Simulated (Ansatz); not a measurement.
Consider the redistribution: `C[S][K]` + `Cl[SiH](Cl)I` → `[K][I]` + `CS[SiH](Cl)Cl`.

Isolated molecules relaxed with PBE0-D4/def2-TZVP in Ansatz; ΔE leaves out vibrations. CCSD(T)/CBS is the MP2 limit (def2-TZVPP, def2-QZVPP) plus CCSD(T) − MP2 in def2-TZVPP, frozen cores. DFT in def2-TZVPP. B3LYP here is the variant with VWN-RPA as its local correlation; programs differ in this. Elements past krypton have def2 core potentials. For I, K outer-core shells are correlated without core-valence functions, which leaves a few kJ/mol of doubt a bond. Scalar relativity is left out up to krypton. One conformer a species, not always the lowest.

`C[S][K]`:

```xyz
6

C    -0.140    0.295    0.670
S     0.030   -1.224   -0.315
K     0.649   -0.919   -3.038
H    -0.380    0.034    1.703
H    -0.943    0.936    0.296
H     0.784    0.878    0.683
```

`Cl[SiH](Cl)I`:

Z-matrix (Å, degrees):
```
Si
Cl 1 2.034
I 1 2.417 2 110.1
Cl 1 2.034 2 109.2 3 121.0
H 1 1.472 2 108.9 3 -120.2
```

`[K][I]`:

Z-matrix (Å, degrees):
```
K
I 1 3.071
```

`CS[SiH](Cl)Cl`:

Cartesian coordinates in Å:
```
C -0.294 0.806 1.277
S -0.353 -0.973 0.912
Si 0.231 -0.956 -1.104
Cl -1.050 0.151 -2.257
Cl 2.091 -0.136 -1.350
H 0.715 1.193 1.146
H -0.995 1.352 0.647
H -0.588 0.912 2.320
H 0.243 -2.348 -1.589
```

(1) Is it downhill or uphill in electronic energy at CCSD(T)/CBS, and by how much? (Best estimate.)

(2) What do these levels give: LDA (SPW92), PBE0-D4, r2SCANh-D4, CAM-B3LYP-D4, ωB97M-V, B2PLYP, B3LYP, BHLYP, HF/def2-SVP, CCSD/def2-SVP, CCSD(T)/def2-SVP, CCSD/def2-TZVPP? (An estimate is asked.)

Largest T1 diagnostic among the species: 0.010.

Answers

(1) Computed: Downhill: ΔE = -1.37 eV.

(2) The calculation gave: LDA (SPW92) -1.39, PBE0-D4 -1.45, r2SCANh-D4 -1.49, CAM-B3LYP-D4 -1.48, ωB97M-V -1.48, B2PLYP -1.43, B3LYP -1.39, BHLYP -1.52, HF/def2-SVP -1.76, CCSD/def2-SVP -1.68, CCSD(T)/def2-SVP -1.67, CCSD/def2-TZVPP -1.47 eV.

Leaving LDA and LC-ωPBE aside and taking each functional with its dispersion term where it has one, the values, not all of them listed here, spread over 0.21 eV, from BHLYP-D4 to BLYP-D4. LDA lies −0.07 eV from PBE without D4. From PBE to PBE0 (25 % exact exchange), in def2-TZVPP and without D4, ΔE moves by −0.11 eV.
